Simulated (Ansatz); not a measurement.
Basis-set extrapolation for CH$_{3}$AlCl$_{2}$ (`Cl[CH2][AlH][Cl]`) (PBE0-D4/def2-TZVP geometry, frozen core, the Gaussian-basis code of Ansatz). Multiplicity 1, RHF reference.

```
                       def2-TZVPP    def2-QZVPP
                 HF  -1200.652881  -1200.687275
    MP2 correlation     -0.627531     -0.684357
CCSD(T) correlation     -0.706660       not run
```

Energies in hartree. Use E(X) = E(∞) + A·exp(−7.88·√X) for Hartree–Fock and E(X) = E(∞) + B·X^(−2.97) for correlation, with X = 3 and 4, and add CCSD(T) minus MP2 of the smaller set to the MP2 limit.

Problem. What is the CCSD(T) energy at the basis-set limit?

Solution. HF limit: -1200.687275 + (-0.034394) × 0.13774 = -1200.69201. MP2 limit: -0.684357 + (-0.056826) × 0.74074 = -0.72645. Higher-order term: -0.706660 − (-0.627531) = -0.07913. Total: -1201.49759 hartree, 86.6 kcal/mol below CCSD(T)/def2-TZVPP.
